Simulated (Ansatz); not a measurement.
A set of 12 reactions (hydrogenolysis), with CCSD(T)/CBS values in kJ/mol:

```tsv
reaction	ΔE
`O=C=C[TeH]` + H₂ → H₂Te + `C=C=O`	-39.0
`O=C(S)[SeH]` + H₂ → `O=C[SeH]` + H₂S	-36.4
`COC(N)[SiH3]` + H₂ → `NC[SiH3]` + CH₃OH	-76.2
`O[SiH](F)[SiH2]F` + H₂ → `O[SiH2]F` + `F[SiH3]`	-42.6
`F[Si](F)(F)O[Si](Cl)(Cl)Cl` + H₂ → `Cl[SiH](Cl)Cl` + `O[Si](F)(F)F`	97.4
`O[SiH2][SiH2][SeH]` + H₂ → `[SiH3][SeH]` + `O[SiH3]`	-16.7
`BCB(O)F` + H₂ → `OBF` + `BC`	-5.9
`C[NH][InH][CH3]` + H₂ → `[CH3][InH2]` + CH₃NH₂	11.3
`C=C[SiH2]N[SiH3]` + H₂ → `C=C[SiH3]` + `N[SiH3]`	44.9
`[SiH3][O][GaH][SH]` + H₂ → SiH₄ + `[OH][GaH][SH]`	82.7
`[F][AlH][SbH2]` + H₂ → `[SbH3]` + `[F][AlH2]`	48.4
`[OH][Ga]([F])[O][SiH3]` + H₂ → `[OH][GaH][F]` + `O[SiH3]`	44.6
```

Program: Ansatz. Geometries: PBE0-D4/def2-TZVP. ΔE: electronic, gas phase. CCSD(T)/CBS adds triple-zeta CCSD(T) − MP2 to the extrapolated MP2 energy (def2 sets, frozen cores). This one scheme is used for every species. Functionals use def2-TZVPP. B3LYP here is the variant with VWN-RPA as its local correlation; programs differ in this. Elements past krypton have def2 core potentials. For Ga, In, Sb, Se, Te outer-core shells are correlated without core-valence functions, which leaves a few kJ/mol of doubt a bond. Scalar relativity is left out up to krypton. Each species was taken in one conformer, which may not be the lowest.

(1) Give the mean, mean absolute and largest difference (level minus CCSD(T)/CBS, kJ/mol) for: r2SCAN-D4, PBE0-D4, B3LYP-D4, ωB97X-V, r2SCAN, PBE0, B3LYP, MP2/def2-TZVPP, CCSD(T)/def2-TZVPP, HF/def2-QZVPP, SCS-MP2/def2-QZVPP, HF/CBS(def2), MP2/CBS(def2), CCSD/CBS(def2). (Estimate.)

The largest T1 diagnostic in the set is 0.016, for `C=C=O` (customary mark 0.02).

CCSD(T)/CBS is a level of theory with its own doubt, and the functionals carry their triple-zeta basis error, so these figures describe this set and don't rank the functionals.

## Answers

(1) The calculation gave: 
```
             level   mean  mean absolute  largest
         r2SCAN-D4    2.3            4.9      9.5
           PBE0-D4   -1.8            6.6    -15.9
          B3LYP-D4   -0.6            4.4     -9.6
           ωB97X-V   -4.2            5.5    -14.3
            r2SCAN    0.4            4.8     -8.8
              PBE0   -8.2            9.5    -20.9
             B3LYP  -12.2           12.2    -18.5
    MP2/def2-TZVPP    3.2            4.8     10.3
CCSD(T)/def2-TZVPP   -2.8            3.8     -8.6
     HF/def2-QZVPP  -24.1           24.1    -41.2
SCS-MP2/def2-QZVPP   -1.2            4.1    -10.2
      HF/CBS(def2)  -24.1           24.1    -41.3
     MP2/CBS(def2)    5.9            6.3     12.4
    CCSD/CBS(def2)   -5.2            5.2     -8.8
```
